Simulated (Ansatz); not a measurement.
Born–Oppenheimer molecular dynamics of H₄SeSi (6 atoms, charge 0, multiplicity 1). It goes on from the last frame of an earlier run, with new velocities.

The calculation used RKS B3LYP/def2-SVP (Ansatz).

| Property | Result |
| --- | --- |
| ensemble | NVE (velocity Verlet) |
| time step | 0.5 fs |
| steps asked | 100 |
| starting velocities drawn for | 500 K |
| seed | 714093 |

First frame:

```xyz
6
Properties=species:S:1:pos:R:3
Si -0.244 -0.237 -0.469
Se 0.907 -0.250 1.508
H -1.601 0.371 -0.329
H -0.371 -1.676 -0.869
H 0.505 0.508 -1.502
H 0.776 1.219 1.706
```

Q: How far do the bonds stretch over the last three quarters of this one trajectory? (Pairs bonded in most of those frames.)

A: 
| bond | mean (Å) | spread (Å) | shortest | longest |
| --- | --- | --- | --- | --- |
| Si1–Se2 | 2.297 | 0.032 | 2.26 | 2.35 |
| Si1–H3 | 1.492 | 0.013 | 1.47 | 1.52 |
| Si1–H4 | 1.489 | 0.022 | 1.46 | 1.52 |
| Si1–H5 | 1.495 | 0.026 | 1.46 | 1.54 |
| Se2–H6 | 1.484 | 0.026 | 1.44 | 1.52 |

Mean temperature of the second half: 254 K. The conserved energy stayed within 0.095 meV per atom of its start (net change 0.052 meV per atom), so the integration is sound. A run of 0.05 ps of so small a system gives no equilibrium averages.

Run time: 3.2 min on 1 thread of Arm Neoverse V2, on a shared host, peak memory 0.14 GiB.
